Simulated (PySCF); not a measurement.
Al2O3, neutral, multiplicity 1.

```xyz
5

Al     0.0000     0.0000    -1.6797
Al     0.0000     0.0000     1.6797
O      0.0000     0.0000    -3.2761
O      0.0000     0.0000     0.0000
O      0.0000     0.0000     3.2761
```

Geometry optimised at ωB97X-D3(BJ)/def2-SVP. Other conformers were not sampled.

Computed with PBE/pcSseg-1 in PySCF. Non-relativistic, no solvent.

Problem. Give the absolute GIAO shielding of each atom: isotropic value and principal components (ppm). (An estimate is asked for; the answer gives what the named calculation found.)

Solution. 
| atom | σ(iso) | σ11 | σ22 | σ33 | span |
|---|---|---|---|---|---|
| Al1 | 474.8 | 312.9 | 312.9 | 798.7 | 485.7 |
| Al2 | 474.8 | 312.9 | 312.9 | 798.7 | 485.7 |
| O3 | 218.3 | 120.3 | 120.3 | 414.5 | 294.3 |
| O4 | 307.1 | 249.2 | 249.2 | 422.7 | 173.5 |
| O5 | 218.3 | 120.3 | 120.3 | 414.5 | 294.3 |
